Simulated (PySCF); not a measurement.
**How methods differ on the excitation energy of Mg**

Mg [Ne] 3s2 (1S) → Mg [Ne] 3s1 3p1 (3P), as a difference of total energies. Calculation: PySCF 2.14, in def2-QZVPPD (9s5p5d2f, 63 functions); the non-relativistic Hamiltonian (point nucleus). Correlated levels: valence: [Ne] frozen; valence and next inner shell: 1s2 frozen. The calculations carry no spin-orbit coupling.

| method | excitation energy (eV) |
| --- | --- |
| UHF | 1.793 |
| LDA | 2.748 |
| PBE | 2.609 |
| PBE0 | 2.519 |
| r2SCAN | 2.369 |
| r2SCANh | 2.378 |
| BLYP | 2.840 |
| wB97M-V | 3.043 |
| TPSS | 2.562 |
| MP2 (valence) | 2.372 |
| SCS-MP2 (valence) | 2.542 |
| MP2 (valence and next inner shell) | 2.516 |
| SCS-MP2 (valence and next inner shell) | 2.654 |

**Question.** How much does correlation contribute at MP2 (valence and next inner shell)?

**Answer.** 2.516 − (1.793) = 0.723 eV, measured against UHF.

Errors of the correlated levels include the incompleteness of this basis and the frozen core.

For comparison: 2.714 eV (measured; NIST levels, between the centres of gravity of the two terms).
